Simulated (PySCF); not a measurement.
Ionisation energy of Ge(15+) by level of theory

Ge(15+) [Ne] 3s2 3p5 (2P) → Ge(16+) [Ne] 3s2 3p4 (3P), as a difference of total energies. Computed with PySCF 2.14 in an uncontracted even-tempered set (17 s from 1.1 bohr⁻², ratio 2.5; 11 p from 1.4 bohr⁻², ratio 2.5; 5 d from 8.6 bohr⁻², ratio 2.7; 4 f from 13 bohr⁻², ratio 2.7), with the non-relativistic Hamiltonian (point nucleus). Correlated levels: outer shells: 1s2 frozen; virtual orbitals above 40 to 60 times the deepest correlated orbital energy dropped. The calculations carry no spin-orbit coupling.

```json
{"method": "UHF", "ionisation energy (eV)": "564.94"}
{"method": "MP2 (outer shells)", "ionisation energy (eV)": "565.88"}
{"method": "SCS-MP2 (outer shells)", "ionisation energy (eV)": "565.82"}
{"method": "CCSD (outer shells)", "ionisation energy (eV)": "565.79"}
{"method": "CCSD(T) (outer shells)", "ionisation energy (eV)": "565.80"}
```

Task: How much does correlation contribute at CCSD(T) (outer shells)?

Result: 565.80 − (564.94) = 0.86 eV, measured against UHF.

Spin-orbit coupling is strong in these open shells (close to jj coupling). The scalar numbers leave it out and a first-order estimate fails, so it can dominate the gap to the real levels.

All relativistic terms are absent from these numbers, so their closeness to the reference says little about the methods.

For comparison: 567.3 ± 0.5 eV (semi-empirical (NIST evaluation); NIST Atomic Spectra Database, ionization energies).
